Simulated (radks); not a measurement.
Results of a calculation; reference values are marked as such.
Effect of the nuclear size on the cerium ion Ce2+, [Xe] 4f2. Code: a radial shooting solver on a logarithmic mesh with Libxc functionals. Model: Dirac Kohn-Sham, PBE, spin-unpolarised, spherical densities, finite nucleus; open shells are shared between the two j in proportion to 2j + 1; Fermi nuclear charge, rms radius 4.8771 fm. The rms radius is varied about that value; shifts are against it.

rms radius (fm)  total energy shift (eV)  density at nucleus (e/bohr^3)  1s1/2 shift (meV)  2s1/2 shift (meV)  4p1/2 shift (meV)  5s1/2 shift (meV)  5p1/2 shift (meV)  6s1/2 (empty) shift (meV)  4f7/2 shift (meV)
4.2041                             -2.69                      3.949e+05              -1120               -137              0.294              -1.04              0.062                     -0.175              0.147
4.6576                            -0.913                      3.866e+05               -379              -46.4              0.100             -0.353              0.021                     -0.059              0.050
4.8771                                 0                      3.829e+05              0.000              0.000              0.000              0.000              0.000                      0.000              0.000
5.1892                              1.36                       3.78e+05                563               68.9             -0.148              0.523             -0.031                      0.088             -0.074
5.6672                              3.56                      3.712e+05               1480                181             -0.388               1.37             -0.082                      0.232             -0.195

Slopes of the eigenvalues against <r^2> in GHz/fm^2, as finite differences over the two radii next to the reference (eigenvalue slopes, not the field-shift constants of lines): 1s1/2 43500, 2s1/2 5330, 4p1/2 -11.4, 5s1/2 40.5, 5p1/2 -2.42, 6s1/2 (empty) 6.82, 4f7/2 -5.74.
